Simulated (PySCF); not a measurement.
**How the method moves the HOMO and LUMO of `C[Si@H](O)[SiH2]N`**

Species: CH₉NOSi₂.
SMILES with atom numbers: `[CH3:1][Si@H:2]([OH:3])[SiH2:4][NH2:5]` (hydrogens: H6, H7, H8 on C1; H9 on Si2; H10 on O3; H11, H12 on Si4; H13, H14 on N5)

Geometry (PBE0-D3(BJ)/def2-SVP, Å), atoms numbered from 1 in this order:
```xyz
14
CH9NOSi2 angstrom
C      1.976   -0.249    0.399
Si     0.614    0.273   -0.783
O      0.112    1.854   -0.480
Si    -1.372   -0.887   -0.355
N     -1.939   -0.044    1.057
H      2.283   -1.288    0.192
H      2.869    0.391    0.312
H      1.612   -0.202    1.437
H      1.128    0.150   -2.189
H      0.782    2.541   -0.552
H     -1.137   -2.327   -0.015
H     -2.288   -0.893   -1.551
H     -2.816   -0.301    1.497
H     -1.834    0.966    1.025
```

Basis pcSseg-1 throughout (PySCF), one geometry. One conformer (not necessarily the lowest) at the PBE0-D3(BJ)/def2-SVP geometry, without solvent, vibrations or thermal averaging.

How do the orbital energies, the gap and the dipole change with the method?

```csv
method,kind,HOMO (eV),LUMO (eV),gap (eV),μ (D),SCF cycles
BLYP,GGA,-5.56,-0.70,4.87,1.39,15
OPBE,GGA,-5.70,-0.64,5.06,1.39,15
PBE,GGA,-5.70,-0.83,4.87,1.41,15
B97-D,GGA,-5.71,-0.67,5.04,1.36,14
LDA,LDA,-5.78,-1.03,4.75,1.44,15
KT2,GGA,-5.80,-1.01,4.78,1.32,16
KT3,GGA,-5.81,-0.90,4.91,1.30,15
BP86,GGA,-5.82,-0.87,4.95,1.41,15
B97-2,global hybrid,-6.85,0.05,6.90,1.31,13
B3LYP,global hybrid,-6.86,-0.17,6.68,1.33,13
PBE0,global hybrid,-7.11,0.04,7.14,1.33,13
mPW1PW91,global hybrid,-7.14,0.04,7.19,1.31,13
BHandHLYP,global hybrid,-8.39,0.94,9.33,1.27,12
CAM-B3LYP,range-separated hybrid,-8.47,1.07,9.55,1.31,13
wB97X-D,range-separated hybrid,-9.01,1.82,10.82,1.29,14
LC-wPBE,range-separated hybrid,-9.86,2.28,12.14,1.30,14
HF,Hartree–Fock,-10.30,3.29,13.59,1.25,10
```

The HOMO spans 4.74 eV, from BLYP down to HF, and the gap runs from 4.75 eV (LDA) to 13.59 eV (HF). Over the methods BLYP (0 %), OPBE (0 %), PBE (0 %), B97-D (0 %), LDA (0 %), KT2 (0 %), KT3 (0 %), BP86 (0 %), B97-2 (21 %), B3LYP (20 %), PBE0 (25 %), mPW1PW91 (25 %), BHandHLYP (50 %), HF (100 %), a straight line through the gap against the share of exact exchange rises by 0.87 eV for each 10 % (correlation coefficient 0.999). The dipole ranges from 1.25 D (HF) to 1.44 D (LDA). This basis has no diffuse functions.
